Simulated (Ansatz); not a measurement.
Start from `[NH2][Hf]([NH2])([F])[F]` and change one atom or group to get `[NH2][Hf]([F])([F])[F]`.

Ansatz, PBE0-D4/def2-TZVP geometries, multiplicity 1. Each molecule was computed in one conformer, which needn't be the lowest.

Elements past krypton have def2 core potentials.

| property | `[NH2][Hf]([NH2])([F])[F]` |
| --- | --- |
| HOMO–LUMO gap (PBE/def2-TZVPP) / eV | 5.13 |
| LUMO energy (PBE/def2-TZVPP) / eV | -0.96 |
| HOMO energy (PBE/def2-TZVPP) / eV | -6.09 |
| HOMO–LUMO gap (B3LYP/def2-TZVPP) / eV | 6.70 |
| size of the dipole moment (ωB97M-V/def2-TZVPP) / D | 2.56 |
| HOMO energy (PBE0/def2-TZVPP) / eV | -7.54 |

Problem. Give the same properties after the change, and the shifts. (Best estimate.)

Solution. Computed: 
```json
{"property": "HOMO–LUMO gap (PBE/def2-TZVPP) / eV", "`[NH2][Hf]([F])([F])[F]`": "5.26", "shift": "0.13"}
{"property": "LUMO energy (PBE/def2-TZVPP) / eV", "`[NH2][Hf]([F])([F])[F]`": "-1.40", "shift": "-0.44"}
{"property": "HOMO energy (PBE/def2-TZVPP) / eV", "`[NH2][Hf]([F])([F])[F]`": "-6.67", "shift": "-0.58"}
{"property": "HOMO–LUMO gap (B3LYP/def2-TZVPP) / eV", "`[NH2][Hf]([F])([F])[F]`": "6.96", "shift": "0.26"}
{"property": "size of the dipole moment (ωB97M-V/def2-TZVPP) / D", "`[NH2][Hf]([F])([F])[F]`": "2.35", "shift": "-0.21"}
{"property": "HOMO energy (PBE0/def2-TZVPP) / eV", "`[NH2][Hf]([F])([F])[F]`": "-8.14", "shift": "-0.60"}
```

With PBE0 the HOMO falls by 0.60 eV and the LUMO falls by 0.32 eV, so the gap widens by about 0.28 eV. PBE moves the HOMO by -0.58 eV and ωB97M-V by -0.58 eV. Dipoles are sizes alone; their direction can turn.

B3LYP here is the variant with VWN-RPA as its local correlation; programs differ in this.
